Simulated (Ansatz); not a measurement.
Mulliken charges of CH3F2NSi, SMILES `FC(F)=N[SiH3]` from PBE/def2-TZVPP in Ansatz (PBE0-D4/def2-TZVP geometry).

```tsv
atom	x (Å)	y (Å)	z (Å)	charge (e)
F1	2.154	-1.432	0.932	-0.103
C2	0.973	-0.966	0.602	0.275
F3	0.076	-1.822	1.064	-0.118
N4	0.782	0.072	-0.018	-0.221
Si5	-0.679	0.844	-0.540	0.310
H6	-0.704	2.193	0.073	-0.045
H7	-0.608	0.959	-2.016	-0.045
H8	-1.903	0.095	-0.154	-0.053
```

Task: By hand: the dipole of these point charges (1 e Å = 4.8032 D).

Result: Σ q r = (-0.187, 0.196, -0.124) e Å, of length 0.298 e Å = 1.43 D.

Task: How does the dipole of the full density compare? (Estimate.)

Result: The calculation gave: (-0.163, 0.005, -0.011) e Å, 0.79 D; the point charges give 1.81 times that, at 48° from its direction.

Point charges leave out the atoms' own dipoles, such as those of lone pairs, and Mulliken's split depends on the basis, so the two needn't agree.
